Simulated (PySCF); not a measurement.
hydrogen telluride (H₂Te), singlet, at a GFN2-xTB geometry (core potentials on Te).

Here is a job for PySCF.
```python
from pyscf import gto, scf

mol = gto.M(
    atom='''
Te   -0.00025927    0.04373338    0.00203842
H    -1.13139252   -1.14269398   -0.07705391
H     1.14487465   -1.13144164   -0.02894369
''',
    basis='def2-tzvp',
    ecp={'Te': 'def2-tzvp'},
    verbose=4,
)

mf = scf.RHF(mol)
mf.kernel()
```

### Question
Predict the HOMO energy from HF/def2-TZVP (PySCF).

### Answer
-8.86 eV

### Question
Estimate the dipole moment that HF/def2-TZVP returns for this input.

### Answer
0.22 D

### Question
Predict the nuclear repulsion energy from HF/def2-TZVP.

### Answer
15.7098 Eh

### Question
Estimate the number of basis functions that HF/def2-TZVP returns for this input.

### Answer
62
